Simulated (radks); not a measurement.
Values are calculated unless marked as measured or tabulated.
All-electron atom: Cd46+ in [He]. Code: a radial shooting solver on a logarithmic mesh with Libxc functionals. Model: scalar-relativistic Kohn-Sham, LB94 model potential, spin-polarised, spherical densities, finite nucleus; Fermi nuclear charge, rms radius 4.6087 fm.

Normalised radial functions P(r) = r R(r), r in bohr:

r             1s
0.001417  1.0490
0.001637  1.1879
0.001905  1.3522
0.002218  1.5359
0.002582  1.7403
0.003006  1.9662
0.003472  2.2005
0.004042  2.4688
0.004705  2.7575
0.005477  3.0639
0.006377  3.3838
0.007364  3.6936
0.008573  4.0193
0.009981  4.3325
0.01162   4.6190
0.01342   4.8504
0.01562   5.0340
0.01819   5.1356
0.02117   5.1355
0.02465   5.0175
0.02846   4.7875
0.03314   4.4195
0.03858   3.9343
0.04491   3.3575
0.05228   2.7277
0.06038   2.1254
0.07029   1.5312
0.08183   1.0214
0.09526   0.6229
0.1109    0.3423

1s: eigenvalue -31411 eV, 0 radial nodes, <r> = 0.0302 bohr, 90 % of the charge inside 0.0541 bohr.
